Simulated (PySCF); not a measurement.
# Adding and removing an electron: BeI

LC-ωPBE; PySCF, spin-free X2C with a Gaussian nucleus, basis sets Be x2c-SVPall, I x2c-SVPall. Neutral (UKS): doublet (σ ↑), Re = 2.195 Å, ωe = 617 cm⁻¹, De = 2.75 eV, HOMO -8.78 eV, LUMO -0.40 eV.

BeI⁺ (UKS): singlet (closed shell), Re = 2.081 Å, ωe = 749 cm⁻¹, De = 3.17 eV to Be⁺ + I. The energies at the minima are -7129.04335 hartree for BeI and -7128.72812 for BeI⁺.

Q: Work out the adiabatic ionisation energy, without and with harmonic zero-point energies (1 hartree = 27.2114 eV, 1 eV = 8065.5 cm⁻¹), and the change of the bond length.

A: At LC-ωPBE: 0.31523 hartree = 8.578 eV between the minima; the zero-point term (749.0 − 617.0)/2 cm⁻¹ = +0.008 eV makes it 8.586 eV. Re changes by -11.4 pm against the neutral. The electron leaves a σ orbital, and the shorter bond of the ion fits an antibonding orbital, or a change in how ionic the bond is.

Spin–orbit coupling is left out, which matters for elements this heavy, above all for dissociation energies. For an ion De counts to the pair picked by the measured ionisation energies or electron affinities, which need not be the lowest pair at this level. States were picked by a PBE0 search and need not be the measured ground states.
